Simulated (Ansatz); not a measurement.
The cluster In₄Sn. The state is a triplet with charge 0. Geometry r2SCAN-D4/def2-SVP; atoms count from 1.

```xyz
5

In    2.269    1.689    1.535
In   -2.052   -0.466   -0.517
In   -0.749    1.594    1.262
In   -0.354   -2.459   -2.045
Sn    0.886   -0.358   -0.235
```

In the def2 sets In, Sn take a core potential; there is no spin–orbit coupling. At PBE0-D4/def2-TZVP a singlet of charge 0 lies 0.44 eV below the triplet, each at its own geometry. The structure comes from a short search, and lower isomers may exist.

(1) Estimate the Mulliken populations from the PBE0/def2-TZVP orbitals of Ansatz.

(2) Where does the spin sit?

(3) And the Mayer bond orders between bonded heavy atoms (over 0.3)?

Results:

(1) 
```tsv
atom	charge (e)	spin (α − β)
In1	0.16	0.16
In2	0.01	0.60
In3	0.01	0.60
In4	0.16	0.16
Sn5	-0.34	0.48
```
Mulliken values and Mayer orders depend strongly on the basis.

(2) Summed by element: In 1.52, Sn 0.48, of 2 unpaired in all. Largest on single atoms: In2 0.60, In3 0.60, Sn5 0.48.

(3) In1–In3 0.51 (3.03 Å); In1–Sn5 0.67 (3.04 Å); In2–In3 0.63 (3.02 Å); In2–In4 0.51 (3.03 Å); In2–Sn5 0.81 (2.95 Å); In3–Sn5 0.81 (2.95 Å); In4–Sn5 0.67 (3.04 Å).
